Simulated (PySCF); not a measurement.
A structure optimised at PBE0-D3(BJ)/def2-SVP, used in a PySCF frequency run:

```xyz
7

N      1.8350    -0.3591     0.3245
Ge     0.1400     0.1663     0.1418
F     -0.5837     0.3624     1.6854
F     -0.0592     1.7214    -0.5744
Cl    -0.9562    -1.2376    -1.0024
H      2.2324    -0.8449    -0.4734
H      2.4853     0.3209     0.7070
```

### Question
Write its SMILES and formula.

### Answer
[NH2][Ge]([F])([F])[Cl], ClF2GeH2N

### Question
What are its rotational constants (standard atomic weights)?

### Answer
3.4180, 2.1350, 2.0455 GHz
